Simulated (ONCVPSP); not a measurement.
## boron, ONCV: configuration errors across variants

B, optimised norm-conserving Vanderbilt (ONCV), made with ONCVPSP 4.0.1 (LDA (Perdew-Wang 92), non-relativistic). Core none, reference 1s2 2s1 (charge +2). Waves: 1s+2s: rc 0.55 bohr, ncon 4, nbas 8, qcut 24.6 1/bohr, 2 projectors; p scattering state at 0.19 Ha: rc 0.60 bohr, ncon 3, nbas 7, qcut 14 1/bohr, 1 projector; d scattering state at 0.05 Ha: rc 0.45 bohr, ncon 3, nbas 6, qcut 25 1/bohr, 2 projectors, debl 2.8 Ha. Local part: polynomial inside 0.45 bohr (lpopt 5, dvloc0 3 Ha). Core correction: none.

All-electron excitation energies from the reference (eV): (1) 1s2 2s2 2p1 -33.614; (2) 1s2 2s2 -25.291; (3) 1s2 2s0 37.160; (4) 1s2 2s0 2p3 -22.228.

Errors AE − PS in meV (a dash: test not solved or not reliable):

| change | (1) | (2) | (3) | (4) | bound ghosts | GHOST(+) flags above zero |
| --- | --- | --- | --- | --- | --- | --- |
| base | 0.0 | +0.9 | +1.9 | +2.2 | none | none |
| p: rc 0.44; local potential polynomial inside 0.44 bohr (lpopt 5, dvloc0 3 Ha) | +0.3 | +0.9 | +1.9 | +3.2 | none | none |
| p: rc 0.48 | +0.3 | +0.9 | +1.9 | +3.0 | none | none |
| p: rc 0.66 | -0.1 | +0.9 | +1.9 | +1.6 | none | none |
| p: rc 0.72 | -0.3 | +0.9 | +1.9 | +1.0 | none | none |
| p: rc 0.8 | -0.6 | +0.9 | +1.9 | -0.1 | none | none |
| p: rc 0.86 | -0.6 | +0.9 | +1.9 | 0.0 | none | none |

(1) Give the same row for: p: rc 0.56.

Answers

(1) +0.1, +0.9, +1.9, +2.5; bound ghosts: none; GHOST(+) flags above zero: none.
